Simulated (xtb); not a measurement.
CH13NSi4, SMILES [SiH3]C[Si@@H]([SiH2][SiH3])N. All values are semi-empirical tight-binding results from xtb (GFN2-xTB unless named), good for trends rather than for accurate numbers. The structure is a stationary point at GFN2-xTB. The structure was generated by enumeration; whether it is a known compound was not checked. Other conformers were not sampled.

Optimised geometry:

Bonds (Å): N1–Si2 1.731, N1–H7 1.007, N1–H8 1.007, Si2–C3 1.904, Si2–Si5 2.329, Si2–H9 1.473, C3–Si4 1.896, C3–H10 1.091, C3–H11 1.091, Si4–H12 1.464, Si4–H13 1.470, Si4–H14 1.463, Si5–Si6 2.311, Si5–H15 1.479, Si5–H16 1.477, Si6–H17 1.467, Si6–H18 1.465, Si6–H19 1.466. Bond angles (°): Si2–N1–H7 118.8, Si2–N1–H8 118.3, H7–N1–H8 109.4, N1–Si2–C3 105.7, N1–Si2–Si5 117.0, N1–Si2–H9 102.7, C3–Si2–Si5 108.9, C3–Si2–H9 109.7, Si5–Si2–H9 112.5, Si2–C3–Si4 116.5, Si2–C3–H10 107.7, Si2–C3–H11 109.1, Si4–C3–H10 108.6, Si4–C3–H11 108.8, H10–C3–H11 105.6, C3–Si4–H12 110.5, C3–Si4–H13 109.0, C3–Si4–H14 110.0, H12–Si4–H13 108.3, H12–Si4–H14 110.2, H13–Si4–H14 108.8, Si2–Si5–Si6 116.3, Si2–Si5–H15 110.2, Si2–Si5–H16 109.7, Si6–Si5–H15 108.7, Si6–Si5–H16 109.3, H15–Si5–H16 101.6, Si5–Si6–H17 111.8, Si5–Si6–H18 114.7, Si5–Si6–H19 111.8, H17–Si6–H18 105.8, H17–Si6–H19 106.0, H18–Si6–H19 106.1.
Charge 0, spin multiplicity 1.

```
Item                                            Value
--------------------------------------  -------------
orbital gap                                   3.78 eV
dipole moment                                  1.37 D
zero-point energy                       78.0 kcal/mol
G − E(el) at 298.15 K (modified RRHO)   52.6 kcal/mol
static polarisability (D4 model)          137.7 bohr³
solvation energy, GFN2-xTB/ALPB(water)  -2.7 kcal/mol
solvation energy, GFN2-xTB/ALPB(thf)    -8.9 kcal/mol
```

Computed atomic charges and the Wiberg bond orders between heavy atoms:
charges (e) N1 -0.42, Si2 0.41, C3 -0.25, Si4 0.45, Si5 0.28, Si6 0.36, H7 0.15, H8 0.14, H9 -0.12, H10 -0.01, H11 0.00, H12 -0.11, H13 -0.12, H14 -0.11, H15 -0.13, H16 -0.14, H17 -0.13, H18 -0.12, H19 -0.13. Bond orders N1–Si2 1.14, Si2–C3 0.87, C3–Si4 0.93, Si2–Si5 0.80, Si5–Si6 0.87.
